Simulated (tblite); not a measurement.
Compound: C7H12BN.
Z-matrix (Å and degrees, GFN2-xTB geometry), rows numbered from 1:
```
B 
N   1  1.5603
C   2  1.3303  1  120.83
C   3  1.3812  2  122.23  1   177.45
C   4  1.3859  3  119.19  2     0.22
C   5  1.3918  4  118.82  3    -0.11
C   6  1.4992  5  121.59  4  -178.13
C   7  1.5304  6  110.35  5    88.04
C   2  1.3293  1  120.49  3   177.56
H   1  1.1926  2  108.07  3    30.05
H   1  1.1928  2  107.92  3   153.07
H   1  1.1985  2  104.54  3   -88.49
H   3  1.0791  2  115.97  1    -2.60
H   4  1.0787  3  119.90  2   179.79
H   5  1.0796  4  120.79  3   179.47
H   7  1.0910  6  109.73  5  -151.47
H   7  1.0915  6  109.62  5   -32.43
H   8  1.0870  7  110.21  6  -179.30
H   8  1.0875  7  110.39  6    60.63
H   8  1.0878  7  110.53  6   -59.28
H   9  1.0798  2  115.60  1     2.60
```

All values are computed: GFN2-xTB (tblite) harmonic vibrations without scaling, gas phase. The method is semi-empirical: single wavenumbers can be off by several per cent or more. Modes of hydrogen on boron can be 10 to 20 % off. One conformer, not necessarily the lowest.

Harmonic wavenumbers (cm⁻¹): 34.7, 41.8, 123.6, 156.7, 199.0, 272.1, 290.7, 387.6, 396.5, 488.4, 503.7, 569.4, 673.4, 678.6, 789.1, 824.0, 849.3, 893.3, 899.7, 913.2, 920.0, 927.8, 1007.5, 1030.6, 1065.4, 1079.9, 1093.5, 1128.8, 1151.7, 1183.6, 1212.9, 1229.6, 1241.6, 1249.2, 1264.9, 1314.8, 1320.2, 1409.7, 1417.3, 1454.8, 1481.9, 1496.2, 1502.2, 1568.2, 1581.9, 2365.7, 2428.7, 2447.0, 2985.1, 2994.5, 3036.7, 3042.0, 3044.6, 3088.8, 3095.9, 3099.5, 3108.2.

A = 2931, B = 1187, C = 914.6 MHz; mass 121.106 u (most abundant isotopes); point group C1, symmetry number 1.

Task: What is the zero-point energy?

Result: ½Σν̃ = 38028 cm⁻¹ = 454.91 kJ/mol.

Task: Give the ideal-gas entropy at 200 K and 1 bar in the rigid-rotor, harmonic-oscillator model (classical rotation).

Result: Translation 160.38, rotation 116.37, vibration 77.94: S = 354.7 J/(mol K).

Task: And Cp and H(200 K) − H(0)?

Result: Cp = 112.11 J/(mol K), of which vibrations give 78.85 (their classical limit is 57 R = 473.9); H(200 K) − H(0) = 14.64 kJ/mol without the zero-point energy, 7.99 from vibrations.

Task: Blend soft modes into free rotors: weight 1/[1 + (100 cm⁻¹/ν̃)⁴] for the oscillator and the rest for a rotor with moment μB/(μ + B), μ = h/(8π²ν), B = 10⁻⁴⁴ kg m². What vibrational entropy results?

Result: 68.76 J/(mol K) in place of 77.94, which changes −T·S at 200 K by +1.83 kJ/mol.

Task: Which modes carry the vibrational entropy at 200 K?

Result: 34.7 cm⁻¹: 19.87; 41.8 cm⁻¹: 18.34; 123.6 cm⁻¹: 9.56; 156.7 cm⁻¹: 7.75; 199.0 cm⁻¹: 6.01; 272.1 cm⁻¹: 3.94 J/(mol K); the other 51 give 12.47 together.

Hindered rotation and anharmonicity are outside this model. Other conformers, if any are populated, would add a mixing term that is left out. The structure is chiral; the term R ln 2 for an equal mix with its mirror image is left out.
